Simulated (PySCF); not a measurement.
Deuteron quadrupole couplings in `c1cpc(C2CC2)pc1`

Species: C7H8P2.
Geometry (GFN2-xTB, Å), atoms numbered from 1 in this order:
```xyz
17
C7H8P2 angstrom
C      2.965   -0.071    0.450
C      2.543   -0.616   -0.746
P      0.924   -0.797   -1.332
C     -0.069   -0.142   -0.055
C     -1.522   -0.197   -0.335
C     -2.438    0.891    0.160
C     -2.504   -0.461    0.777
P      0.421    0.552    1.471
C      2.149    0.445    1.436
H      4.034   -0.045    0.632
H      3.305   -0.984   -1.424
H     -1.761   -0.629   -1.302
H     -3.243    1.210   -0.485
H     -1.988    1.690    0.732
H     -2.098   -0.588    1.772
H     -3.356   -1.090    0.566
H      2.631    0.843    2.323
```

Level: PBE0/pcSseg-1 (PySCF, non-relativistic); Q(2H) = 0.00286 b; rigid geometry, the same for H and D, with no vibrational averaging.

**Question.** Rank these positions by the coupling χzz of a deuteron there, largest first.
A. H16 (methylene hydrogen)
B. H15 (methylene hydrogen)
C. H12 (methine hydrogen)

**Answer.** A (223 kHz), B (217 kHz), C (209 kHz).

**Question.** Tabulate Vzz, the asymmetry η and χzz = 234.96 MHz × Q × Vzz for every hydrogen position.

**Answer.** 
```tsv
atom	bonded to	bond length (Å)	Vzz (au)	η	χzz (kHz)
H10	C1	1.085	0.3156	0.06	212
H11	C2	1.084	0.3197	0.07	215
H12	C5	1.086	0.3118	0.12	209
H13	C6	1.079	0.3320	0.07	223
H14	C6	1.081	0.3237	0.08	218
H15	C7	1.081	0.3236	0.08	217
H16	C7	1.080	0.3316	0.07	223
H17	C9	1.085	0.3187	0.07	214
```

Isolated species at its GFN2-xTB geometry (one conformer only). GFN2-xTB bond lengths can be off by several hundredths of an ångström, more for odd bonds, and the gradients follow them. These gradients aren't converged with respect to the basis.
